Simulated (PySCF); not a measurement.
## [Er(H2S)2]3+ relaxed at several levels

Computed with PySCF 2.14.0, def2-SVP on the ligands, density fitting, scalar-relativistic core potentials, no spin-orbit coupling, vacuum. Each row is relaxed at its own level from the same template. Distances are means of the shortest metal–ligand contacts, charges and spins Mulliken's; removal energies are rigid, with the ligand's formal charge and no counterpoise, so too large; for an anion taken off a cation in vacuum most of it is the attraction of opposite charges, and multiply charged cations can part far more cheaply with an electron moved from ligand to metal. lcecp potentials hold a fixed number of 4f electrons in the core, out of states, spins and gaps.

```csv
level,basis on the metal,point group,M–H2S (Å),charge on M (e),removal of one H2S (eV),"strongest infrared band, degenerate modes summed (cm⁻¹)",unstable modes (below −25 cm⁻¹)
PBE0,lcecp-1-SVP with ECP57,C2,2.749,1.90,3.81,2542,0
```

Q: What does the calculation give for r2SCAN, lcecp-1-SVP with ECP57?

A: point group: C2, M–H2S (Å): 2.752, charge on M (e): 1.91, removal of one H2S (eV): 3.78, unstable modes (below −25 cm⁻¹): not given.
```xyz
7

Er    1.4298    0.0000    0.0000
S    -0.4219    0.2140    2.0245
H     0.2221    0.1336    3.2366
H    -0.8245    1.5237    2.1251
S    -0.4219   -0.2140   -2.0245
H     0.2221   -0.1336   -3.2366
H    -0.8245   -1.5237   -2.1251
```

Moved off a saddle point of the template and relaxed again: PBE0, r2SCAN. One start shape was tried for each, so a minimum needn't be the lowest isomer.
